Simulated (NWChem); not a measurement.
# CH₅AlO₂; SMILES C[O][AlH][OH]

```xyz
9

Al    -0.4748     0.6414     0.0002
H     -2.0435     0.7627    -0.0001
O      0.4324     2.0748    -0.0005
H      1.3894     2.1261    -0.0003
O      0.3392    -0.8437     0.0015
C      0.0930    -2.2077    -0.0009
H      0.5514    -2.6907     0.8809
H     -0.9859    -2.4551     0.0107
H      0.5307    -2.6846    -0.8965
```
Atoms are numbered in this order, from 1.

Computed with NWChem. Pople sets run with spherical d functions. The geometry was optimised at PBE0/def2-SVP. Total energies compare along this basis series because the functional is fixed.

| level | basis functions | energy (Ha) | highest occupied level (eV) | orbital gap (eV) | dipole (D) |
|---|---|---|---|---|---|
| B3LYP/STO-3G | 29 | -428.5310 | -3.03 | 8.67 | 0.78 |
| B3LYP/3-21G | 50 | -431.6975 | -7.11 | 7.15 | 1.74 |
| B3LYP/6-31G* | 70 | -434.0709 | … | 7.50 | 1.49 |
| B3LYP/6-31+G* | 86 | -434.0882 | -7.92 | 7.39 | 1.61 |
| B3LYP/6-311G** | 110 | -434.1644 | -7.74 | 7.45 | 1.51 |
| B3LYP/6-311++G** | 131 | -434.1744 | -7.95 | 7.33 | 1.57 |

**Question.** Complete the blanks.

**Answer.** 
- B3LYP/6-31G*, highest occupied level (eV): -7.59
